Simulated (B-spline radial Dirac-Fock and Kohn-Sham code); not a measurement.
# Sm⁵⁺: eigenvalues, ΔSCF and the reference

System: the Sm⁵⁺ ion in the configuration [Xe] 4f3.

The density-functional columns are spherical, spin-unpolarised Dirac-Kohn-Sham results without Breit or QED terms: −ε is minus the orbital energy of the initial state and ΔSCF the difference of two total energies. The reference in the last column comes from Dirac-Fock (average of configuration) total-energy differences with a finite nucleus, the Breit interaction including its frequency dependence, and self-energy and vacuum-polarisation corrections. All numbers are from a radial B-spline solver, in eV; a selection of levels is shown. The Kohn-Sham columns are given as differences from the reference. For the 1s level of heavy atoms much of the gap between ΔSCF and the reference is the Breit and QED part, -194.3 eV here; for other levels the error of the functional can be larger.

```
level  PBE −ε − DF  PBE ΔSCF − DF  LDA −ε − DF  LDA ΔSCF − DF  Dirac-Fock
    K       -216.9         +227.5       -261.9         +181.2     46917.3
   L1       -137.3          -54.0       -143.3          -59.7      7829.6
   L2       -104.1           +0.4       -106.6           -2.0      7399.2
   L3       -111.3          -16.4       -113.0          -18.0      6803.8
   M1        -72.1          -43.4        -73.7          -44.9      1820.2
   M2        -58.6          -28.5        -59.2          -29.0      1635.8
   M3        -57.9          -29.4        -58.3          -29.7      1513.1
   M4        -38.4           -5.8        -38.2           -5.5      1197.0
   M5        -39.1           -7.0        -38.8           -6.7      1171.1
   N1        -35.3          -21.1        -36.1          -21.8       443.7
   N2        -28.4          -14.3        -28.6          -14.6       370.9
   N3        -28.2          -14.6        -28.6          -15.0       343.4
   N4        -14.9           -1.8        -14.8           -1.7       221.4
   N5        -14.9           -1.9        -14.9           -1.9       216.4
 N6,7         -9.0           +2.6         -8.6           +3.0       82.50
   O1        -11.1           -3.0        -10.8           -2.7       115.3
   O2         -6.2           +1.3         -6.0           +1.6       90.54
   O3         -6.2           +1.1         -6.0           +1.4       85.67
```

Values without a named source are computed, but for edge energies of neutral atoms, which are taken from tables.
